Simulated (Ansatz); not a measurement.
Two structures of BH₄ClF₂, closed shell, reached by relaxing down either side of one saddle point (PBE0-D4/def2-TZVP). Energies are electronic, without zero-point energy. Ansatz 0.2.0; basis: def2-TZVPP and def2-QZVPP; cores frozen in the correlated methods. Extrapolation: Hartree–Fock as exp(−7.88 √X), correlation as X^−2.97. First:

```csv
atom,x (Å),y (Å),z (Å)
B1,-0.2347,-1.0543,0.0571
Cl2,1.4924,-0.5679,-0.4412
H3,-0.6878,-1.8930,-0.6522
H4,-0.3581,-1.0909,1.2416
H5,-0.6260,1.0944,-0.1117
F6,-1.1439,0.2859,-0.3554
H7,1.1101,1.2652,0.0601
F8,0.4481,1.9605,0.2019
```

Second:

```csv
atom,x (Å),y (Å),z (Å)
B1,-0.6563,-1.0967,0.0832
Cl2,1.8196,-0.3703,-0.4359
H3,-0.6239,-2.0072,-0.6855
H4,-0.4164,-1.1701,1.2494
H5,-0.5385,1.5951,0.0512
F6,-1.2491,0.0404,-0.3446
H7,1.4803,0.8440,-0.1315
F8,0.1843,2.1646,0.2138
```

**Question.** Which bonds change from the first to the second?

**Answer.** BH₂Cl ([BH2][Cl]) + HF + HF → BH₂F ([BH2][F]) + HCl + HF; bonds formed: Cl2–H7, H5–F8; dative contacts that become bonds: B1–F6; bonds broken: B1–Cl2, H5–F6, H7–F8.

**Question.** Give the saddle point's structure and its height above each. (An estimate is asked for; the value comes from the calculation.)

**Answer.** By the calculation: 0.228 eV above the first and 0.573 eV above the second (CCSD(T) at an estimated basis limit (MP2 extrapolated from triple and quadruple zeta, plus CCSD(T) − MP2 in triple zeta)).
```
atom    x (Å)    y (Å)    z (Å)
  B1  -0.3390  -0.9857   0.0646
 Cl2   1.5228  -0.4315  -0.3362
  H3  -0.6155  -1.8383  -0.7183
  H4  -0.3786  -1.1790   1.2413
  H5  -0.5011   1.2190  -0.0483
  F6  -1.1359   0.2514  -0.2539
  H7   1.0866   1.0587  -0.0500
  F8   0.3607   1.9054   0.1009
```

The T1 diagnostic stays at or below 0.011.

Labels in which every atom is bracketed show which atoms are joined, not bond orders.

For scale, one of the runs: CCSD(T)/def2-TZVPP, 191 basis functions, launched by `ansatz run in.yaml --threads 4 --pin off --events-out ev --progress --plain --max-ram 9574MiB`. Hardware: 4 CPU threads of an Intel Xeon, shared host. Wall time 49 s; peak host memory 2.2 GiB.
